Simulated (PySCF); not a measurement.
## Mayer bond orders and bond lengths

Compound: C5H9FOSi.
Atom-mapped SMILES: `[CH3:1][SiH2:2][C:3]([F:4])=[C:5]1[CH2:6][O:7][CH2:8]1` (hydrogens: H9, H10, H11 on C1; H12, H13 on Si2; H14, H15 on C6; H16, H17 on C8)

Cartesian coordinates in Å at the GFN2-xTB level; atoms count from 1:
```xyz
17
C5H9FOSi angstrom
C      2.646    0.542    0.207
Si     1.602   -0.883   -0.486
C     -0.096   -0.191   -0.983
F     -0.212    0.143   -2.303
C     -1.147    0.004   -0.208
C     -1.449   -0.214    1.242
O     -2.777    0.285    1.048
C     -2.550    0.520   -0.347
H      2.771    1.334   -0.528
H      3.636    0.200    0.493
H      2.181    0.979    1.087
H      1.372   -1.908    0.538
H      2.196   -1.447   -1.699
H     -1.443   -1.255    1.578
H     -0.879    0.399    1.946
H     -2.644    1.578   -0.612
H     -3.214   -0.074   -0.983
```

Bond orders from the PBE0/pcSseg-1 density (PySCF). Isolated species at its GFN2-xTB geometry (one conformer only).

Question: How far do the computed orders between heavy atoms stray from the drawn ones?

Answer: The largest departure is 0.296, at C3–C5 (drawn double, 1.704). Drawn single, order below 0.88: Si2–C3 (0.863) and C3–F4 (0.873).

Question: Give the Mayer order of every bond, beside its length.

Answer: 
```tsv
bond	drawn as	length (Å)	Mayer order
C1–Si2	single	1.898	0.970
Si2–C3	single	1.899	0.863
C3–F4	single	1.366	0.873
C3–C5	double	1.321	1.704
C5–C6	single	1.497	1.054
C6–O7	single	1.431	0.938
O7–C8	single	1.433	0.933
C8–C5	single	1.501	1.052
C1–H9	single	1.087	0.955
C1–H10	single	1.086	0.957
C1–H11	single	1.087	0.955
Si2–H12	single	1.467	0.943
Si2–H13	single	1.463	0.950
C6–H14	single	1.095	0.935
C6–H15	single	1.095	0.933
C8–H16	single	1.095	0.936
C8–H17	single	1.095	0.938
```

Bonds between the same two heavy elements. C–Si: lowest Si2–C3 (0.863, 1.899 Å), highest C1–Si2 (0.970, 1.898 Å). C–C: lowest C8–C5 and C5–C6 (1.052, 1.501 Å), highest C3–C5 (1.704, 1.321 Å). C–O: all 2 within 0.02 of one another (0.933 to 0.938). Bonds named together lie within 0.004.

Question: Sum the orders of all bonds at each heavy atom with more than one neighbour and set the sums beside the valence in the SMILES.

Answer: C1 3.837 (drawn 4), Si2 3.726 (drawn 4), C3 3.440 (drawn 4), C5 3.810 (drawn 4), C6 3.860 (drawn 4), O7 1.871 (drawn 2), C8 3.859 (drawn 4). Orders between atoms that aren't bonded are not in these sums.

For a closed shell the Mayer order of atoms A and B is Σ (PS)μν (PS)νμ over the basis functions μ on A and ν on B, with P the density and S the overlap matrix.
